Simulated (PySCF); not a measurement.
## Working out the excitation energy of C⁺

C⁺ [He] 2s2 2p1 (2P) → C⁺ [He] 2s2 3d1 (2D). Calculation: PySCF 2.14, in aug-cc-pwCVDZ (5s4p2d, 27 functions); the non-relativistic Hamiltonian (point nucleus). Frozen: nothing. Energies in hartree (1 hartree = 27.21139 eV):

```csv
part,C⁺ (lower),C⁺ (upper)
UHF,-37.290765,-36.559767
MP2 opposite-spin,-0.066682,-0.076484
MP2 same-spin,-0.004814,-0.003494
```

Problem. What does Hartree-Fock give?

Solution. (-36.559767) − (-37.290765) = 0.730998 hartree = 19.891 eV.

Problem. What do MP2 and SCS-MP2 (6/5 opposite-spin, 1/3 same-spin) give?

Solution. The opposite-spin parts differ by -0.267 eV and the same-spin parts by 0.036 eV. MP2: 19.891 + (-0.267) + (0.036) = 19.660 eV. SCS-MP2: 19.891 + 1.2 × (-0.267) + (0.036)/3 = 19.583 eV.

Measured between the centres of the two terms (NIST): 18.041 eV, so MP2 (valence and next inner shell) is off by 1.619 eV.

A double-zeta basis recovers only part of the correlation energy.

What remains against the reference includes basis incompleteness and correlation beyond second order.
